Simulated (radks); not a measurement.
The numbers below are computed, except where a source is named.
Q: Ionisation of the osmium ion Os2+, [Xe] 4f14 5d6, to [Xe] 4f14 5d5 as the strength of local exchange is varied. Level of theory: scalar-relativistic Kohn-Sham, Slater X-alpha exchange (alpha = 2/3 is LDA exchange), no correlation, spin-polarised, spherical densities, finite nucleus; open shells are filled with parallel spins first (spin-orbit coupling, left out, can overturn this in heavy ions); Fermi nuclear charge, rms radius 5.4126 fm (a radial shooting solver on a logarithmic mesh with Libxc functionals).

alpha  E(Os2+) (hartree)  exchange (hartree)  IE (eV)  -e of the level emptied (eV)  <r> of it (bohr)
0.605        -17202.4848           -289.9560   24.562                   19.182 (5d)             1.747
0.667        -17232.3814           -320.2624   25.345                   19.919 (5d)             1.722
0.781        -17287.4970           -376.2728   26.843                   21.336 (5d)             1.679
0.886        -17338.4266           -428.1884   28.288                   22.711 (5d)             1.641
x            -17386.5908           -477.4241   29.708                   24.071 (5d)             1.607

Which alpha was used in the last row?

A: alpha = 0.985. NIST Atomic Spectra Database: 25 +/- 1.6 eV (theoretical). The Delta-SCF value meets it near alpha = 0.64. Open shells are spherical and high-spin; term and fine-structure splittings are not resolved. Spin-orbit splitting is averaged out at the scalar-relativistic level.
